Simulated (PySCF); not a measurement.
Input for PySCF: R-M06-2X/6-31G* on C3H9B (SMILES BC(C)C), a point of a torsion scan.

```python
from pyscf import gto, scf, dft, mp
from pyscf.data.elements import chemcore

mol = gto.M(
    atom='''
    B    -0.32146929    1.56200118    0.19072255
    C     0.06482415    0.04467129    0.38858442
    C     0.83922752   -0.47996264   -0.83481052
    C     0.85732916   -0.26263043    1.66272182
    H    -0.99450768    1.86104406   -0.71775706
    H     0.03998866    2.38598122    0.93642172
    H    -0.86850547   -0.53416738    0.43201593
    H     1.05529142   -1.54113350   -0.72180188
    H     1.78370017    0.05038599   -0.93811454
    H     0.26581090   -0.33846715   -1.74763535
    H     1.81285752    0.25716119    1.65052844
    H     1.05269011   -1.33079155    1.75214807
    H     0.30627817    0.05847228    2.54358164
    ''',
    basis='6-31g*',
    cart=True,
    charge=0, spin=0, verbose=3, max_memory=1800)
mf = dft.RKS(mol, xc='m062x')
mf.conv_tol = 1e-8
mf.max_cycle = 100
mf.kernel()
if not mf.converged:
    mf = mf.newton().run(mf.mo_coeff, mf.mo_occ)
```

Problem. Predict the final total energy.

Solution. -144.4745 hartree.
